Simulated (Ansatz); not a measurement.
`C=[C](I)[In]([OH])[Cl]` + H₂ → `[OH][InH][Cl]` + `C=CI` at 700 K and 1 bar (hydrogenolysis of the In–C bond).

Program: Ansatz. Geometries: PBE0-D4/def2-TZVP. ΔE: electronic, gas phase. CCSD(T)/CBS is the MP2 limit (def2-TZVPP, def2-QZVPP) plus CCSD(T) − MP2 in def2-TZVPP, frozen cores. This one scheme is used for every species. Elements past krypton have def2 core potentials. For I, In outer-core shells are correlated without core-valence functions, which leaves a few kJ/mol of doubt a bond. Each species was taken in one conformer, which may not be the lowest.

```json
{"species": "`C=[C](I)[In]([OH])[Cl]`", "CCSD(T)/CBS energy (Eh)": "-1100.16322", "H − E (kJ/mol)": "206.7", "S (J/(mol·K))": "558.1"}
{"species": "H₂", "CCSD(T)/CBS energy (Eh)": "-1.17544", "H − E (kJ/mol)": "46.8", "S (J/(mol·K))": "155.3"}
{"species": "`[OH][InH][Cl]`", "CCSD(T)/CBS energy (Eh)": "-726.02900", "H − E (kJ/mol)": "102.6", "S (J/(mol·K))": "384.1"}
{"species": "`C=CI`", "CCSD(T)/CBS energy (Eh)": "-375.31882", "H − E (kJ/mol)": "151.7", "S (J/(mol·K))": "344.4"}
```

H − E and S are ideal-gas, rigid-rotor, harmonic terms from PBE0-D4/def2-TZVP, for one conformer and one mirror image of each species. The MP2-based limit puts H₂ 0.8 mEh under its directly extrapolated value; such offsets cancel only in part. 1 Eh = 2625.50 kJ/mol, R = 8.31446 J/(mol·K).

Question: By hand: ΔE, ΔH, ΔS and ΔG.

Answer: ΔE = (-726.02900) + (-375.31882) − (-1100.16322) − (-1.17544) = -0.00916 Eh = -24.0 kJ/mol. Δ(H − E) = 102.6 + 151.7 − 206.7 − 46.8 = 0.8, so ΔH = -23.2 kJ/mol. ΔS = 384.1 + 344.4 − 558.1 − 155.3 = 15.1 J/(mol·K). ΔG = -23.2 − 700 × (15.1)/1000 = -33.8 kJ/mol.

Question: By hand: the equilibrium constant, and the temperature at which ΔG would vanish if ΔH and ΔS stayed fixed.

Answer: log₁₀ K = −ΔG/(RT ln 10) = 2.5. ΔH and −TΔS have one sign here, so there is no such temperature.

TΔS isn't small against ΔH here. A doubt of 5 kJ/mol in ΔE shifts log₁₀ K by 0.4 here. Other conformers and mirror images would add mixing entropy, several J/(mol·K) or more a flexible species. Modes under 60 cm⁻¹, often nearly free rotors, make the harmonic entropy too high. These are equilibria of isolated gas molecules and say nothing of rates. Largest T1 diagnostic: 0.015 (customary marks: 0.02 for closed shells, 0.045 for open ones).
